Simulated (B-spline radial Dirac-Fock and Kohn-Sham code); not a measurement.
## Dipole and non-dipole photoemission parameters of Bi⁵⁺ 3d3/2

System: Bi⁵⁺, 1s2 2s2 2p6 3s2 3p6 3d10 4s2 4p6 4d10 4f14 5s2 5p6 5d10; threshold 2755.6 eV (orbital energy of the model). Method: Dirac-Hartree-Slater photoionisation with a Latter tail; cross sections with all multipoles, angular parameters from the dipole term and its interference with E2. Computed with a B-spline atomic structure program.

For linearly polarised light dσ/dΩ = σ/(4π) [1 + β P₂(cos θ) + (δ + γ cos²θ) sin θ cos φ], with θ from the polarisation vector and φ the angle between the beam and the projection of the electron momentum on the plane normal to the polarisation.

```csv
hν (eV),σ (kb),β,γ,δ
3570,136,0.868,-0.262,0.005
4000,99.8,1.024,-0.193,0.033
5414.7,?,?,?,?
5810,34.0,1.262,0.299,0.092
9251.7,7.95,1.291,1.093,0.148
9960,6.26,1.281,1.222,0.157
```

Problem. Give the values at Cr Kα (5414.7 eV).

Solution. σ = 41.9 kb, β = 1.237, γ = 0.190, δ = 0.084.
